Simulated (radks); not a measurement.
Neutral lanthanum inside a hard spherical wall (all orbitals vanish at R), configuration held at [Xe] 5d1 6s2 and not refilled when levels cross. Method: scalar-relativistic Kohn-Sham, PBEsol, spin-unpolarised, spherical densities, finite nucleus; Fermi nuclear charge, rms radius 4.855 fm; computed with a radial shooting solver on a logarithmic mesh with Libxc functionals. Eigenvalues in eV, with the zero of energy where the potential of the charges vanishes at infinity; a dash marks a level that is unbound or too diffuse for the functional's potential to be trusted. A positive occupied level is held by the wall or, in an anion where self-interaction has pushed it up, behind a barrier. The pressure on the wall is -dE/dV.

| R (bohr) | E (hartree) | kinetic (hartree) | e(5s) | e(5p) | e(6s) | e(5d) | e(6p, empty) | e(7s, empty) | pressure (GPa) |
|---|---|---|---|---|---|---|---|---|---|
| free | -8489.6313 | 8978.616 | -38.944 | -22.400 | -3.705 | -3.103 | -1.339 | - | 0 |
| 15 | -8489.6313 | 8978.616 | -38.941 | -22.397 | -3.702 | -3.100 | -1.324 | 0.449 | 0.000285 |
| 10 | -8489.6275 | 8978.648 | -38.733 | -22.193 | -3.538 | -2.926 | -0.955 | 2.952 | 0.0847 |
| 8 | -8489.6064 | 8978.777 | -38.087 | -21.566 | -2.942 | -2.383 | 0.077 | 7.077 | 0.849 |
| 4 | -8488.2927 | 8983.912 | -28.943 | -12.838 | 15.993 | 7.999 | 25.802 | 71.855 | 240 |
| 3.5 | -8487.0738 | 8988.459 | -24.305 | -8.032 | 29.922 | 14.570 | 42.707 | 107.87 | 669 |
| 3 | -8484.3411 | 8998.108 | -16.106 | 1.060 | 57.022 | 27.050 | 73.992 | 170.70 | 2120 |
| 2.5 | -8477.5936 | 9020.063 | 0.478 | 20.366 | 113.36 | 53.019 | 136.34 | 289.45 | 7910 |
| 2 | -8458.5365 | 9077.605 | 42.191 | 69.128 | 243.42 | 114.77 | 275.29 | 541.14 | 37600 |
